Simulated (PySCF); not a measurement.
**From computed data to an observable: chemical shift, span and skew from a shielding tensor**

CH5O, SMILES C[OH2+], charge +1. Atoms are numbered in the order given.

```xyz
7

C     -0.7968    -0.0180     0.0000
O      0.7186     0.0866     0.0000
H     -1.1043     0.5054     0.8985
H     -1.1043     0.5054    -0.8985
H     -1.0631    -1.0701     0.0000
H      1.1518    -0.2629     0.8022
H      1.1518    -0.2629    -0.8022
```
Charge +1, spin multiplicity 1.

The structure is a stationary point at B3LYP-D3(BJ)/def2-TZVP. The isomer is the one that the SMILES or the coordinates give; other isomers of the formula were not compared.

GIAO shieldings from PySCF with PBE0/pcSseg-2, non-relativistic, no solvent. The symmetric part of the tensor of C1 has the principal values 58.2, 64.2, 186.5 ppm. The same nucleus in TMS has σ = 186.1 ppm at this level (PySCF, at its B3LYP-D3(BJ)/def2-TZVP geometry).

**Question.** Work out the isotropic shielding, the ¹³C shift against TMS, the span and the skew.

**Answer.** 
σ(iso) = (σ11 + σ22 + σ33)/3 = 103.0 ppm. δ = σ(ref) − σ(iso) = 186.1 − (103.0) = 83.1 ppm.
Span Ω = σ33 − σ11 = 128.3 ppm. Skew κ = 3(σ(iso) − σ22)/Ω = 0.91. Tumbling in solution averages the tensor to δ; in a static solid the shielding alone would spread this spin-1/2 line over Ω.
